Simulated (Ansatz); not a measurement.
**A geometry optimisation of CH3GeMg with PBE-D3(BJ)/def2-SVP**

The starting geometry of this gas-phase doublet was optimised with GFN2-xTB; its bonds are those of `[CH2]=[Ge][MgH]`.

```yaml
atoms:
  - { symbol: C, position_ang: [0.5683, 1.1579, -0.1703] }
  - { symbol: Ge, position_ang: [1.2160, -0.3360, -0.9977] }
  - { symbol: Mg, position_ang: [-1.0051, -1.2807, -0.3524] }
  - { symbol: H, position_ang: [1.0257, 2.1406, -0.2365] }
  - { symbol: H, position_ang: [-0.2426, 1.1434, 0.5656] }
  - { symbol: H, position_ang: [-1.9606, -1.3778, 1.0545] }
```

Q: Predict what becomes of its bonds when it is optimised with PBE-D3(BJ)/def2-SVP.

A: A new bond forms, giving a structure given below by its coordinates. Distances that change by over a tenth: Ge2–Mg3 (2.50 → 2.82 Å). Contacts that close: C1–Mg3 (2.91 → 2.25 Å).

The energy falls by 0.64 eV over 12 steps:

| step | E − E(last) (eV) |
| --- | --- |
| 1 | 0.636 |
| 2 | 0.410 |
| 3 | 0.284 |
| 5 | 0.047 |
| 6 | 0.015 |
| 7 | 0.003 |
| 8 | 0.000 |
| 10 | 0.000 |
| 11 | 0.000 |
| 12 | 0.000 |

Final geometry (Å):

```json
{"atom": "C", "x (Å)": "0.5409", "y (Å)": "0.9688", "z (Å)": "-0.1507"}
{"atom": "Ge", "x (Å)": "1.5830", "y (Å)": "-0.3257", "z (Å)": "-1.0918"}
{"atom": "Mg", "x (Å)": "-0.9484", "y (Å)": "-0.6951", "z (Å)": "0.0851"}
{"atom": "H", "x (Å)": "0.3023", "y (Å)": "1.9651", "z (Å)": "-0.5784"}
{"atom": "H", "x (Å)": "0.4898", "y (Å)": "1.0080", "z (Å)": "0.9671"}
{"atom": "H", "x (Å)": "-2.3659", "y (Å)": "-1.4737", "z (Å)": "0.6319"}
```

Frequencies at the end are all real (lowest 123 cm⁻¹). Open shells are spin-unrestricted. Run with Ansatz 0.2.0, 56 s on 1 thread of Arm Neoverse V1, on a shared host.
